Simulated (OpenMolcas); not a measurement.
## Predicting a hybrid from its neighbours: C2H7BO

The species is C2H7BO (11 atoms), meant as a singlet with charge 0. As SMILES, `CCBO`. The coordinates come from a PBE0-D4/def2-TZVP relaxation. This is one conformer, not always the lowest.

The vertical energy of the triplet above the singlet y, in eV, basis def2-SVP; a is the functional's share of exact exchange. Programs: OpenMolcas 26.06.

```
functional     program     a  y (eV)
    revPBE  OpenMolcas     0    5.78
      BLYP  OpenMolcas     0    5.85
     B3LYP  OpenMolcas   0.2    6.17
      PBE0  OpenMolcas  0.25       ?
     BHLYP  OpenMolcas   0.5    6.57
```

**Question.** Fit y = c + s·a to the known rows and predict PBE0.

**Answer.** 
1. Means of the 4 rows: a = 0.1750, y = 6.093.
2. Σ(Δa)² = 0.1675, Σ(Δa·Δy) = 0.25425, so the slope is 0.25425/0.1675 = 1.5179.
3. Intercept: 6.093 − (1.5179) × 0.1750 = 5.827. The largest residual of the fit is 0.047.
4. PBE0: 5.827 + (1.5179) × 0.25 = 6.21 eV.

The run gave 6.13 eV, so the prediction is off by +0.08 eV, more than the largest residual. The rows mix families of semi-local functionals, which the line can't see.
